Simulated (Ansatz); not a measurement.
Relaxation of AlH6N2O (10 atoms, charge 0, multiplicity 2), to a largest force component of 0.03 eV/Å in at most 50 steps.

Level of theory: UKS B3LYP-D4/def2-SVP in Ansatz.

```xyz
10
Properties=species:S:1:pos:R:3
Al -0.072 -0.162 0.345
H -0.140 -1.563 1.206
N 1.465 0.124 -0.542
H 1.557 0.401 -1.517
H 2.395 0.046 -0.136
N -1.530 -0.008 -0.695
H -2.457 -0.359 -0.455
H -1.567 0.364 -1.641
O -0.028 0.451 2.103
H -0.137 -0.094 2.899
```

Q: Where does it end, and by what steps?

A: It converged. The force dipped under the threshold on the way, but the program's further checks kept it going. After 25 steps the energy has fallen by 0.688 eV; H2 moved furthest, 1.33 Å.

```
step  energy less start (eV)  largest force component (eV/Å)  accepted
   0                  0.0000                           0.953       yes
   1                 -0.1381                           0.925       yes
   2                 -0.2640                           1.461       yes
   3                 -0.3705                           0.791       yes
   4                 -0.4599                           0.385       yes
   5                 -0.5257                           0.333       yes
   6                 -0.5867                           0.210       yes
   7                 -0.6188                           0.192       yes
   8                 -0.6272                           0.278       yes
   9                 -0.6079                           0.603        no
  10                 -0.6367                           0.069       yes
  11                 -0.6409                           0.054       yes
  12                 -0.6453                           0.162       yes
  13                 -0.6472                           0.131       yes
  14                 -0.4786                           2.986        no
  15                 -0.6556                           0.215       yes
  16                 -0.6583                           0.731       yes
  17                 -0.6791                           0.203       yes
  18                 -0.6170                           0.421        no
  19                 -0.6808                           0.274       yes
  20                 -0.6859                           0.115       yes
  21                 -0.6868                           0.059       yes
  22                 -0.6871                           0.027       yes
  23                 -0.6882                           0.069       yes
  24                 -0.6883                           0.033       yes
  25                 -0.6884                           0.009       yes
```

```xyz
10
Properties=species:S:1:pos:R:3
Al -0.005 -0.144 0.442
H -0.586 -1.693 -0.038
N 1.561 0.160 -0.366
H 1.966 -0.434 -1.083
H 2.236 0.862 -0.083
N -1.604 0.137 -0.521
H -2.484 -0.172 -0.101
H -1.645 -0.035 -1.528
O -0.303 0.312 2.074
H 0.349 0.204 2.771
```

Whether the end is a true minimum wasn't checked by a vibrational analysis.

The run took 37 s on 4 threads of Arm Neoverse V2, on a shared host, peak memory 0.25 GiB.
